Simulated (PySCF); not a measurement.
C₄H₁₀S.

```xyz
15

C      2.5449    -0.0751    -0.2630
C      1.1031     0.2889    -0.5652
S      0.0491    -0.1602     0.8443
C     -1.5608     0.4453     0.2682
C     -2.1867    -0.3685    -0.8497
H      2.9082     0.4528     0.6318
H      3.1970     0.1945    -1.1076
H      2.6512    -1.1559    -0.0835
H      1.0043     1.3720    -0.7490
H      0.7574    -0.2366    -1.4698
H     -1.4556     1.5059    -0.0160
H     -2.1967     0.4241     1.1672
H     -2.2983    -1.4212    -0.5510
H     -1.5742    -0.3421    -1.7638
H     -3.1823     0.0265    -1.1089
```
Charge 0, spin multiplicity 1.

Geometry: PBE0-D3(BJ)/def2-SVP. One conformer was computed; it need not be the lowest.

Method: B3LYP/pcSseg-1 in PySCF. Non-relativistic, no solvent.

Computed absolute GIAO shielding of each atom: isotropic value and principal components (ppm):
| atom | σ(iso) | σ11 | σ22 | σ33 | span |
|---|---|---|---|---|---|
| C1 | 164.4 | 153.6 | 157.7 | 181.9 | 28.2 |
| C2 | 146.5 | 122.4 | 151.7 | 165.4 | 42.9 |
| S3 | 466.8 | 358.1 | 365.3 | 677.0 | 318.9 |
| C4 | 144.9 | 131.9 | 139.1 | 163.5 | 31.6 |
| C5 | 162.1 | 139.6 | 166.6 | 180.0 | 40.4 |
| H6 | 30.2 | 25.9 | 28.5 | 36.0 | 10.1 |
| H7 | 30.0 | 25.5 | 27.3 | 37.3 | 11.8 |
| H8 | 30.3 | 25.9 | 28.7 | 36.1 | 10.2 |
| H9 | 29.3 | 24.5 | 28.4 | 35.0 | 10.5 |
| H10 | 28.7 | 22.7 | 29.7 | 33.6 | 10.9 |
| H11 | 29.0 | 23.5 | 28.7 | 34.7 | 11.2 |
| H12 | 29.1 | 23.2 | 28.1 | 36.2 | 13.0 |
| H13 | 30.4 | 26.7 | 28.5 | 36.0 | 9.3 |
| H14 | 30.0 | 25.2 | 30.4 | 34.4 | 9.2 |
| H15 | 30.1 | 25.5 | 27.3 | 37.6 | 12.1 |
